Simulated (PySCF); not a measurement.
C3H3F3S.
SMILES: `CC(=S)C(F)(F)F`

The calculation used PBE0-D3(BJ)/def2-SVP geometry optimisation, gas phase in PySCF.

Masses are those of the commonest isotopes; rigid-rotor values at the optimised geometry. 

Problem. What are A, B and C (MHz)?

Solution. Ia = 161.65, Ib = 276.12, Ic = 346.09 u·Å²; 505379 MHz·u·Å²/I gives A = 3126, B = 1830, C = 1460 MHz.

Problem. What kind of rotor is it?

Solution. An asymmetric top; Ray's κ = -0.556.

Problem. What does the inertial defect say?

Solution. Not planar: Δ = Ic − Ia − Ib = -91.68 u·Å². For a rigid frame Δ = −2 Σ m c², so Σ m c² = 45.84 u·Å² lies off the ab plane: 1.57 from hydrogen and 44.27 from heavier atoms. The atom farthest from that plane is 1.10 Å away.

Problem. Give the other two planar moments, Paa and Pbb, and the rms extents of the mass along the axes.

Solution. Paa = Σ m a² = (Ib + Ic − Ia)/2 = 230.28 and Pbb = Σ m b² = (Ia + Ic − Ib)/2 = 115.81 u·Å². With the mass M = 127.99 u, the rms extents √(P/M) along a, b and c are 1.34, 0.95, 0.60 Å.

Problem. Give the coordinates in the principal-axis frame, origin at the centre of mass.

Solution. The sense of each axis is arbitrary; atoms in the order of the calculation.
| atom | mass (u) | a (Å) | b (Å) | c (Å) |
| --- | --- | --- | --- | --- |
| C1 | 12.000 | 0.637 | -1.934 | -0.001 |
| C2 | 12.000 | 0.631 | -0.445 | -0.002 |
| S3 | 31.972 | 1.937 | 0.503 | -0.001 |
| C4 | 12.000 | -0.773 | 0.155 | -0.001 |
| F5 | 18.998 | -1.422 | -0.236 | 1.103 |
| F6 | 18.998 | -0.791 | 1.471 | -0.045 |
| F7 | 18.998 | -1.458 | -0.308 | -1.054 |
| H8 | 1.008 | 1.663 | -2.319 | 0.025 |
| H9 | 1.008 | 0.072 | -2.310 | 0.868 |
| H10 | 1.008 | 0.118 | -2.309 | -0.898 |

Problem. Where do the levels up to J = 2 lie, in MHz?

Solution. Above 0(0,0):
J = 1: 1(0,1) 3291, 1(1,1) 4587, 1(1,0) 4957
J = 2: 2(0,2) 9803, 2(1,2) 10798, 2(1,1) 11908, 2(2,1) 15796, 2(2,0) 15864
Those of J = 1 are B + C, A + C and A + B.

Problem. Which types of transition are allowed, and where do some lines up to J = 4 fall?

Solution. The dipole components are |μa| = 0.30 D, |μb| = 2.02 D, |μc| = 0.02 D. Intensities carry the squares of the components, which stand as 0.02 : 1.00 : 0.00 (a : b : c). Some lines, for components of 0.1 D or more:

| type | branch | J(Ka,Kc) | MHz | lower level (cm⁻¹) |
| --- | --- | --- | --- | --- |
| a | Q | 1(1,0) ← 1(1,1) | 370 | 0.153 |
| a | Q | 2(1,1) ← 2(1,2) | 1110 | 0.360 |
| b | Q | 4(2,2) ← 4(1,3) | 3657 | 1.202 |
| b | Q | 2(2,0) ← 2(1,1) | 3957 | 0.397 |
| b | Q | 4(2,3) ← 4(1,4) | 6395 | 1.080 |
| a | R | 3(1,3) ← 2(1,2) | 9277 | 0.360 |
| a | R | 4(0,4) ← 3(0,3) | 12583 | 0.648 |
| a | R | 4(2,3) ← 3(2,2) | 13108 | 0.856 |
| a | R | 4(1,3) ← 3(1,2) | 13738 | 0.743 |
| b | R | 3(2,1) ← 2(1,2) | 15198 | 0.360 |
| b | R | 4(2,3) ← 3(1,2) | 16489 | 0.743 |
| b | R | 4(3,1) ← 3(2,2) | 20779 | 0.856 |

No PBE0-D3(BJ)/def2-SVP frequencies stand behind this structure, so it isn't proved a minimum. Constants of a rigid frame at the computed geometry: no zero-point averaging, no centrifugal distortion. A rigid rotor knows nothing of internal rotation, which can split or shift real lines.

Shape of the structure used: `[CH3:1][C:2](=[S:3])[C:4]([F:5])([F:6])[F:7]`: C1–C2–C4–F5 61°.
